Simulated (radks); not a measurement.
Results of a calculation; reference values are marked as such.
Q: Species: Ca. Configuration: [Ar] 4s2 (the NIST ground configuration). Level of theory: non-relativistic Kohn-Sham, AM05, spin-polarised, spherical densities, point nucleus (a radial shooting solver on a logarithmic mesh with Libxc functionals). Some entries of the table are withheld. Estimate them.

orbital,occ.,eigenvalue (hartree),<r^2> (bohr^2)
1s,2,-143.9705,0.008066
2s,2,(1),0.1599
2p,6,-12.27740,0.1339
3s,2,-1.70882,1.564
3p,6,(2),1.913
4s,2,(3),18.69
3d,0,-0.07607,(4)
4p,0,-0.05042,34.07

A: 
(1) 2s eigenvalue (hartree): -15.05362
(2) 3p eigenvalue (hartree): -1.02899
(3) 4s eigenvalue (hartree): -0.13612
(4) 3d <r^2> (bohr^2): 7.477
